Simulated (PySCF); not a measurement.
Dipole response of Pb²⁺ (lead, charge +2)

[Xe] 4f14 5d10 6s2, closed-shell 1S. All numbers are calculated (PySCF 2.14, scalar relativity by spin-free X2C-1e, in aug-cc-pwCVTZ-DK3 with one added diffuse shell each of s, d, f type (12s10p9d6f1g, 138 functions)). Coupled (time-dependent) response in atomic units; α is the mean over directions.

```json
{"method": "PBE", "mean α (bohr³)": "13.32", "C₆ (like pair)": "92.24", "S(−4)": "47.98"}
```

S(−4) is the Cauchy moment in α(ω) = α(0) + S(−4) ω² + …

α(iu) at PBE:

```json
{"u (hartree)": "0", "α(iu) (bohr³)": "13.32"}
{"u (hartree)": "0.0500", "α(iu) (bohr³)": "13.20"}
{"u (hartree)": "0.100", "α(iu) (bohr³)": "12.87"}
{"u (hartree)": "0.200", "α(iu) (bohr³)": "11.73"}
{"u (hartree)": "0.300", "α(iu) (bohr³)": "10.35"}
{"u (hartree)": "0.500", "α(iu) (bohr³)": "7.910"}
{"u (hartree)": "0.750", "α(iu) (bohr³)": "5.890"}
{"u (hartree)": "1.00", "α(iu) (bohr³)": "4.619"}
{"u (hartree)": "1.50", "α(iu) (bohr³)": "3.131"}
{"u (hartree)": "2.00", "α(iu) (bohr³)": "2.283"}
{"u (hartree)": "3.00", "α(iu) (bohr³)": "1.367"}
{"u (hartree)": "5.00", "α(iu) (bohr³)": "0.6388"}
```

A single London oscillator, α(iu) = α/(1 + u²/ω²), gives C₆ = (3/4) ω α². Matching the computed C₆ needs ω = 4 × 92.24 / (3 × 13.32²) = 0.693 hartree.

For an ion, C₆ is the dispersion term alone; charge-induced terms of lower order in 1/R come first.

Spin-orbit coupling, which splits the p, d and f shells strongly at this Z, is absent.
